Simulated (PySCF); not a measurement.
Ge(Cl)3(SiH3) (Cl3GeH3Si), SMILES [Cl][Ge]([Cl])([SiH3])[Cl].

Geometry optimised at B3LYP-D3(BJ)/def2-SVP.

Two levels are set side by side: TDA-PBE/def2-SVPD (PySCF) and TDA-B3LYP/def2-SVPD (PySCF). Vertical, same geometry. The lowest singlet is HOMO−1→LUMO 99 % with PBE and HOMO→LUMO 95 % with the other functional; states are paired by order. Differences are taken from unrounded values.

```
quantity                               TDA-B3LYP
-------------------------------------  ---------
lowest singlet excitation (eV)              5.69
lowest triplet excitation (TDA) (eV)        4.95
first bright state (f over 0.05) (eV)       5.69
its oscillator strength                     0.18
```

Q: What does TDA-PBE give, and how far is it from TDA-B3LYP? (The exact figures need the calculation; the answer reports its results.)

A: 
| quantity | TDA-PBE | TDA-PBE minus TDA-B3LYP |
|---|---|---|
| lowest singlet excitation (eV) | 5.13 | -0.57 |
| lowest triplet excitation (TDA) (eV) | 4.58 | -0.37 |
| first bright state (f over 0.05) (eV) | 5.23 | -0.47 |
| its oscillator strength | 0.12 | -0.06 |

A lower first singlet is the usual sign of a functional without exact exchange. Differences between two approximate levels are no errors against the true value.

Rough cost on one machine, each run with all the roots and properties that it gave: TDA-B3LYP against TDA-PBE about 3 times.
